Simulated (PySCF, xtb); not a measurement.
C4H7BN2, SMILES N1CN=CB(C)C=1. One conformer was computed; it need not be the lowest.

Harmonic wavenumbers (cm⁻¹) from xtb with GFN2-xTB at its own minimum, in rising order: 25, 67, 215, 268, 338, 432, 475, 518, 690, 758, 825, 835, 863, 878, 960, 977, 1027, 1140, 1162, 1167, 1236, 1306, 1319, 1379, 1381, 1472, 1491, 1609, 1640, 2874, 2915, 2977, 2980, 2986, 3028, 3032.

### Question
What does PBE0-D3(BJ)/def2-SVP (PySCF) give at its own minimum? (Estimate from the structure and the level; the computed values follow.)

### Answer
72, 74, 257, 319, 347, 461, 491, 534, 693, 731, 835, 904, 924, 940, 981, 1021, 1069, 1162, 1235, 1250, 1316, 1320, 1333, 1392, 1411, 1414, 1441, 1687, 1696, 3027, 3027, 3054, 3077, 3080, 3114, 3161. Paired by order, the mean absolute difference is 52 cm⁻¹ and the zero-point energies are 67.5 and 69.8 kcal/mol.
